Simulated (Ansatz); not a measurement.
H$_{6}$F$_{2}$GeSi$_{2}$, singlet, geometry from GFN2-xTB, atoms displaced at random by about 0.08 Å a coordinate; R2SCAN/STO-3G, gradient in Ansatz (a program for electronic structure).

The Ansatz input:
Ansatz 0.2 input:
```yaml
crystal:
  periodic: [false, false, false]
  atoms:
    - {symbol: Si, position_ang: [-1.57026440, 0.79810807, -0.56562165]}
    - {symbol: F, position_ang: [-2.93743568, 0.44264783, -0.76334221]}
    - {symbol: F, position_ang: [-1.67731128, 1.33901252, 0.99116331]}
    - {symbol: Si, position_ang: [0.07339871, -0.70334825, -0.90259245]}
    - {symbol: Ge, position_ang: [1.63217026, -0.53141569, 0.70282717]}
    - {symbol: H, position_ang: [-1.42660115, 2.15174384, -1.35525107]}
    - {symbol: H, position_ang: [0.60504616, -0.42731222, -2.35646472]}
    - {symbol: H, position_ang: [-0.42182906, -1.96230348, -0.89175236]}
    - {symbol: H, position_ang: [2.95950073, -1.27713380, 0.34943827]}
    - {symbol: H, position_ang: [2.44149763, 0.78540739, 0.76912138]}
    - {symbol: H, position_ang: [1.55544717, -0.81404040, 2.16267317]}
basis:
  gaussian:
    orbitals: STO-3G
hamiltonian:
  xc: r2scan
output: {forces: true}
```

The log (banner, timings and long lists left out):

```
Functional definition: r2SCAN
602 factors; integrals over basis functions are off by at most 4.3e-5 eV
mean field evaluation 1: about -76868.0199 eV, gradient 1.1e2 eV
mean field evaluation 2: about -76876.0931 eV, gradient 6.0e1 eV
mean field evaluation 4: about -76890.7592 eV, gradient 9.3e0 eV
mean field evaluation 8: about -76891.0079 eV, gradient 1.3e-1 eV
mean field -76891.00802682 eV, -2825.6924263885 hartree, gradient 3.0e-5 eV, S^2 0.000000; 0 other end points of the search recorded, 0 dependent functions left out
the calculation of the forces begins
reference -76891.00803377 eV, -2825.6924266439 hartree; 42, 42 occupied and 10, 10 virtual orbitals, 602 factors
Total energy: -76891.00803377 eV, -2825.6924266439 hartree
Atom 0 at    -1.570264     0.798108    -0.565622 Å, force    10.597635     6.434887     1.594429 eV/Å
Atom 1 at    -2.937436     0.442648    -0.763342 Å, force   -12.106398    -4.032535    -2.358879 eV/Å
Atom 2 at    -1.677311     1.339013     0.991163 Å, force     0.678339    -0.197930     0.306672 eV/Å
Atom 3 at     0.073399    -0.703348    -0.902592 Å, force     1.898158     2.908344    -2.104314 eV/Å
Atom 4 at     1.632170    -0.531416     0.702827 Å, force     4.785479     0.716114     1.469410 eV/Å
Atom 5 at    -1.426601     2.151744    -1.355251 Å, force     0.365258    -1.798973     0.622044 eV/Å
Atom 6 at     0.605046    -0.427312    -2.356465 Å, force    -0.528951    -0.517706     2.365909 eV/Å
Atom 7 at    -0.421829    -1.962303    -0.891752 Å, force    -1.091907    -2.774184    -0.052746 eV/Å
Atom 8 at     2.959501    -1.277134     0.349438 Å, force    -2.348950     0.573935     0.361472 eV/Å
Atom 9 at     2.441498     0.785407     0.769121 Å, force    -1.817109    -1.499221    -0.248062 eV/Å
Atom 10 at     1.555447    -0.814040     2.162673 Å, force    -0.431553     0.187269    -1.955934 eV/Å
Dipole moment:    -0.009147    -0.232675    -0.199252 e Å
```
